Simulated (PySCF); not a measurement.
## `C1=C(OC)[C@@H]2C=C[C@H]1C2`, C8H10O

Geometry:
```csv
atom,x (Å),y (Å),z (Å)
C1,2.344,0.382,-0.578
O2,1.187,-0.325,-0.214
C3,0.059,0.388,-0.187
C4,-0.211,1.673,-0.476
C5,-1.735,1.803,-0.332
C6,-2.388,0.932,-1.417
C7,-2.096,-0.339,-1.125
C8,-1.252,-0.316,0.157
C9,-1.950,0.861,0.876
H10,3.184,-0.322,-0.535
H11,2.255,0.787,-1.602
H12,2.530,1.221,0.115
H13,0.454,2.453,-0.844
H14,-2.115,2.829,-0.247
H15,-2.930,1.312,-2.285
H16,-2.337,-1.237,-1.695
H17,-1.133,-1.268,0.690
H18,-1.422,1.196,1.781
H19,-3.010,0.659,1.094
```

Theory: TDDFT CAM-B3LYP/aug-cc-pVDZ excited states, vertical, gas phase in PySCF 2.14.0. Geometry: PBE0-D3(BJ)/def2-SVP.

Problem. Give the one- and two-photon strengths of the lowest singlets.

Solution. δ for parallel linear polarisation; σ at the peak of a Lorentzian of half width 0.1 eV, single beam; Ω is circular over linear.
```csv
state,E (eV),f,photon λ (nm),δ (au),σ (GM),Ω,main
S1,4.92,0.006,504,22,0.20,0.18,"HOMO→LUMO+4 0.61, HOMO→LUMO+2 0.21"
S2,5.25,0.015,472,83.8,0.85,1.30,HOMO→LUMO 0.84
S3,5.76,0.010,431,243,2.95,0.97,"HOMO→LUMO+1 0.69, HOMO→LUMO+2 0.14"
S4,5.79,0.001,429,31.8,0.39,1.46,"HOMO→LUMO+2 0.38, HOMO→LUMO+1 0.18"
S5,5.87,0.008,423,241,3.04,0.20,"HOMO→LUMO+3 0.66, HOMO→LUMO+2 0.09"
S6,6.07,0.016,409,45.7,0.62,0.72,"HOMO−1→LUMO+4 0.38, HOMO−1→LUMO+2 0.18"
```
